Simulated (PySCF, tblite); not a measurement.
C₅H₁₁FOSi₂.
Structure used (GFN2-xTB), in Å, numbered top down from 1:
```
atom  x, y, z in Å
C1     3.7436    0.3539    0.0249
C2     2.4624   -0.2680    0.5096
O3     2.4261   -0.9900    1.4797
Si4    0.8575    0.1283   -0.4901
C5    -0.5745   -0.6821    0.4641
C6    -1.8991   -0.4320   -0.1746
Si7   -2.7719    1.2356    0.0313
C8    -2.4742   -1.3783   -0.8986
F9    -3.6632   -1.1696   -1.5105
H10    3.6373    1.4361    0.0364
H11    4.5851    0.0579    0.6472
H12    3.9173    0.0497   -1.0045
H13    1.0099   -0.4366   -1.8357
H14    0.7274    1.5859   -0.5846
H15   -0.5809   -0.2929    1.4837
H16   -0.3822   -1.7557    0.5335
H17   -2.8666    1.8864   -1.2760
H18   -1.9615    2.0475    0.9441
H19   -4.0984    1.0090    0.6034
H20   -2.0992   -2.3745   -1.0950
```

Method: PBE0/pcSseg-1 in PySCF (dipole) on a GFN2-xTB geometry, gas phase.

Masses are those of the commonest isotopes; rigid-rotor values at the optimised geometry. The values belong to one conformer with, in the numbering `[CH3:1][C:2](=[O:3])[SiH2:4][CH2:5]/[C:6]([SiH3:7])=[CH:8]/[F:9]`, C1–C2–Si4–C5 -175°, C2–Si4–C5–C6 179°, Si4–C5–C6–Si7 -78°.

(1) What are A, B and C (MHz)?

(2) Classify the top.

(3) Is it planar, by Δ = Ic − Ia − Ib?

(4) Predict some low-J microwave lines.

Results:

(1) Ia = 211.16, Ib = 1109.43, Ic = 1179.93 u·Å²; 505379 MHz·u·Å²/I gives A = 2393, B = 455.5, C = 428.3 MHz.

(2) A near-prolate asymmetric top: κ = (2 × 455.5 − 2393 − 428.3)/(2393 − 428.3) = -0.97.

(3) Not planar: Δ = Ic − Ia − Ib = -140.66 u·Å². For a rigid frame Δ = −2 Σ m c², so Σ m c² = 70.33 u·Å² lies off the ab plane: 15.11 from hydrogen and 55.22 from heavier atoms. The atom farthest from that plane is 1.82 Å away.

(4) The dipole components are |μa| = 1.35 D, |μb| = 0.47 D, |μc| = 1.57 D. The squared components, which scale the intensities, stand as 0.75 : 0.09 : 1.00 (a : b : c). Some lines, for components of 0.1 D or more:

```json
{"type": "b", "branch": "R", "J(Ka,Kc)": "4(0,4) ← 3(1,3)", "MHz": "1662", "lower level (cm⁻¹)": "0.239"}
{"type": "a", "branch": "R", "J(Ka,Kc)": "2(1,2) ← 1(1,1)", "MHz": "1740", "lower level (cm⁻¹)": "0.094"}
{"type": "a", "branch": "R", "J(Ka,Kc)": "2(0,2) ← 1(0,1)", "MHz": "1767", "lower level (cm⁻¹)": "0.029"}
{"type": "c", "branch": "Q", "J(Ka,Kc)": "2(1,2) ← 2(0,2)", "MHz": "1911", "lower level (cm⁻¹)": "0.088"}
{"type": "a", "branch": "R", "J(Ka,Kc)": "3(1,3) ← 2(1,2)", "MHz": "2611", "lower level (cm⁻¹)": "0.152"}
{"type": "a", "branch": "R", "J(Ka,Kc)": "3(2,2) ← 2(2,1)", "MHz": "2652", "lower level (cm⁻¹)": "0.349"}
{"type": "c", "branch": "R", "J(Ka,Kc)": "1(1,0) ← 0(0,0)", "MHz": "2849", "lower level (cm⁻¹)": "0.000"}
{"type": "a", "branch": "R", "J(Ka,Kc)": "4(2,3) ← 3(2,2)", "MHz": "3535", "lower level (cm⁻¹)": "0.437"}
{"type": "a", "branch": "R", "J(Ka,Kc)": "4(2,2) ← 3(2,1)", "MHz": "3538", "lower level (cm⁻¹)": "0.437"}
{"type": "a", "branch": "R", "J(Ka,Kc)": "4(1,3) ← 3(1,2)", "MHz": "3589", "lower level (cm⁻¹)": "0.245"}
{"type": "b", "branch": "R", "J(Ka,Kc)": "2(1,2) ← 1(0,1)", "MHz": "3678", "lower level (cm⁻¹)": "0.029"}
{"type": "c", "branch": "R", "J(Ka,Kc)": "2(1,1) ← 1(0,1)", "MHz": "3760", "lower level (cm⁻¹)": "0.029"}
{"type": "b", "branch": "R", "J(Ka,Kc)": "4(1,4) ← 3(0,3)", "MHz": "5351", "lower level (cm⁻¹)": "0.177"}
{"type": "c", "branch": "R", "J(Ka,Kc)": "4(1,3) ← 3(0,3)", "MHz": "5624", "lower level (cm⁻¹)": "0.177"}
{"type": "c", "branch": "Q", "J(Ka,Kc)": "3(2,2) ← 3(1,2)", "MHz": "5773", "lower level (cm⁻¹)": "0.245"}
{"type": "b", "branch": "Q", "J(Ka,Kc)": "4(2,3) ← 4(1,4)", "MHz": "5991", "lower level (cm⁻¹)": "0.355"}
{"type": "c", "branch": "R", "J(Ka,Kc)": "3(2,2) ← 2(1,2)", "MHz": "8546", "lower level (cm⁻¹)": "0.152"}
{"type": "b", "branch": "R", "J(Ka,Kc)": "3(2,1) ← 2(1,2)", "MHz": "8548", "lower level (cm⁻¹)": "0.152"}
{"type": "c", "branch": "R", "J(Ka,Kc)": "4(2,2) ← 3(1,2)", "MHz": "9312", "lower level (cm⁻¹)": "0.245"}
{"type": "c", "branch": "Q", "J(Ka,Kc)": "3(3,1) ← 3(2,1)", "MHz": "9756", "lower level (cm⁻¹)": "0.437"}
{"type": "b", "branch": "Q", "J(Ka,Kc)": "3(3,1) ← 3(2,2)", "MHz": "9757", "lower level (cm⁻¹)": "0.437"}
{"type": "b", "branch": "R", "J(Ka,Kc)": "3(3,1) ← 2(2,0)", "MHz": "12408", "lower level (cm⁻¹)": "0.349"}
{"type": "b", "branch": "R", "J(Ka,Kc)": "4(3,2) ← 3(2,1)", "MHz": "13292", "lower level (cm⁻¹)": "0.437"}
{"type": "c", "branch": "R", "J(Ka,Kc)": "4(3,2) ← 3(2,2)", "MHz": "13293", "lower level (cm⁻¹)": "0.437"}
{"type": "b", "branch": "R", "J(Ka,Kc)": "4(3,1) ← 3(2,2)", "MHz": "13293", "lower level (cm⁻¹)": "0.437"}
{"type": "c", "branch": "Q", "J(Ka,Kc)": "4(4,1) ← 4(3,1)", "MHz": "13659", "lower level (cm⁻¹)": "0.881"}
{"type": "c", "branch": "R", "J(Ka,Kc)": "4(4,1) ← 3(3,1)", "MHz": "17195", "lower level (cm⁻¹)": "0.763"}
```

Its lowest GFN2-xTB frequency is 10i cm⁻¹, too small to tell a flat minimum from a shallow saddle. These are rigid-rotor constants of the computed structure; measured ground-state constants (B0) also hold zero-point vibration. A rigid rotor knows nothing of internal rotation, which can split or shift real lines.
